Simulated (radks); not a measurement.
Charge is removed step by step from the 2s1/2 level of the holmium ion Ho2+, starting from [Xe] 4f11. Method: Dirac Kohn-Sham, BLYP, spin-unpolarised, spherical densities, point nucleus; open shells fill j = l - 1/2 first; computed with a radial shooting solver on a logarithmic mesh with Libxc functionals.

| removed (e) | E - E(0) (eV) | eigenvalue (eV) | E minus straight line (eV) |
|---|---|---|---|
| 0 | 0.000 | -9282.4 | 0.000 |
| 0.1 | 929.10 | -9299.5 | -7.764 |
| 0.2 | 1859.9 | -9316.7 | -13.814 |
| 0.3 | 2792.4 | -9333.9 | -18.146 |
| 0.4 | 3726.7 | -9351.1 | -20.754 |
| 0.5 | 4662.7 | -9368.4 | -21.636 |
| 0.6 | 5600.4 | -9385.8 | -20.786 |
| 0.7 | 6539.8 | -9403.1 | -18.201 |
| 0.8 | 7481.0 | -9420.5 | -13.877 |
| 0.9 | 8423.9 | -9438.0 | -7.812 |
| 1 | 9368.6 | -9455.5 | 0.000 |

Removing the whole electron costs 9368.6 eV by Delta-SCF, against 9282.4 eV from minus the eigenvalue at the starting occupation. Slater's transition state (half an electron removed) gives 9368.4 eV. Integrating minus the eigenvalue over the occupation (Janak's theorem) gives 9368.6 eV. The mean slope of the eigenvalue, de/dn, is 173 eV per electron.
